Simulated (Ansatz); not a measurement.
`F/C=C(\F)CF` + HI → `F/C=C(/F)I` + `CF` at 400 K and 1 bar (substitution at a C–C bond).

Gas-phase electronic energies from Ansatz, PBE0-D4/def2-TZVP geometries. CBS: MP2 limit from def2 TZ/QZ plus the TZ coupled-cluster correction, frozen cores. This one scheme is used for every species. Double bonds are as drawn, so ΔE can hold a change between cis and trans. Elements past krypton have def2 core potentials. For I outer-core shells are correlated without core-valence functions, which leaves a few kJ/mol of doubt a bond. Each species was taken in one conformer, which may not be the lowest.

```
      species  CCSD(T)/CBS energy (Eh)  H − E (kJ/mol)  S (J/(mol·K))
`F/C=C(\F)CF`               -415.28050           181.1          353.7
           HI               -298.03592            25.7          215.0
 `F/C=C(/F)I`               -573.66914            94.8          346.6
         `CF`               -139.63461           117.5          234.3
```

H − E and S are ideal-gas, rigid-rotor, harmonic terms from PBE0-D4/def2-TZVP, for one conformer and one mirror image of each species. 1 Eh = 2625.50 kJ/mol, R = 8.31446 J/(mol·K).

**Question.** By hand: ΔE, ΔH, ΔS and ΔG.

**Answer.** ΔE = (-573.66914) + (-139.63461) − (-415.28050) − (-298.03592) = 0.01267 Eh = 33.3 kJ/mol. Δ(H − E) = 94.8 + 117.5 − 181.1 − 25.7 = 5.5, so ΔH = 38.8 kJ/mol. ΔS = 346.6 + 234.3 − 353.7 − 215.0 = 12.2 J/(mol·K). ΔG = 38.8 − 400 × (12.2)/1000 = 33.9 kJ/mol.

**Question.** By hand: the equilibrium constant, and the temperature at which ΔG would vanish if ΔH and ΔS stayed fixed.

**Answer.** log₁₀ K = −ΔG/(RT ln 10) = -4.4. ΔG = 0 at ΔH/ΔS = 3180 K, far beyond where these terms or the molecules hold.

The number of gas molecules stays the same, so ΔS is small and ΔH decides. A doubt of 5 kJ/mol in ΔE shifts log₁₀ K by 0.7 here. Other conformers and mirror images would add mixing entropy, several J/(mol·K) or more a flexible species. These are equilibria of isolated gas molecules and say nothing of rates. Largest T1 diagnostic: 0.012 (customary marks: 0.02 for closed shells, 0.045 for open ones).
